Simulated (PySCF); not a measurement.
# [EuH3(NH3)]−: from a saddle point downhill

PySCF 2.14.0, RKS PBE0, Eu lcecp-0-SVP with ECP53, H def2-SVP, N def2-SVP; non-relativistic Hamiltonian with scalar-relativistic core potentials where named; density fitting; no spin-orbit coupling. Relaxed within the symmetry of its start, the geometry (C3v) is

```xyz
8

Eu    0.1571   -0.1571    0.1571
H     1.1460    1.7462    1.1460
H    -1.7462   -1.1460    1.1460
H     1.1460   -1.1460   -1.7462
N    -1.4059    1.4059   -1.4059
H    -2.0050    2.0050   -0.8402
H    -0.8402    2.0050   -2.0050
H    -2.0050    0.8402   -2.0050
```

and its lowest harmonic modes are -97, -97, 52, 205, 301, 367 cm⁻¹ (negative: unstable). It was moved along the lowest mode and relaxed again.

Where does it end, and how much lower?

In nearly Cs, 0.121 eV lower, after 44 steps:
```xyz
8

Eu    0.3385   -0.0402   -0.0767
H     1.3376    1.1745    1.6542
H    -1.9937   -0.6591    0.1457
H     1.6558   -1.1862   -1.6318
N    -1.4774    1.5055   -1.3755
H    -1.8314    2.4050   -1.0535
H    -1.6912    1.4323   -2.3695
H    -2.0229    0.7552   -0.8810
```

How do the contacts change?


```csv
contact,saddle (Å),end (Å)
Eu1–H2 (H),2.362,2.339
Eu1–H3 (H),2.362,2.423
Eu1–H4 (H),2.362,2.338
Eu1–N5 (NH3),2.707,2.715
Eu1–H8 (NH3),3.216,2.618
```


No frequency check is given for the end, and other unstable modes may remain.

An lcecp potential fixes the number of 4f electrons, so in runs with it no electron can move into or out of that shell.

State: singlet in the valence, with the 4f electrons in the core potential.
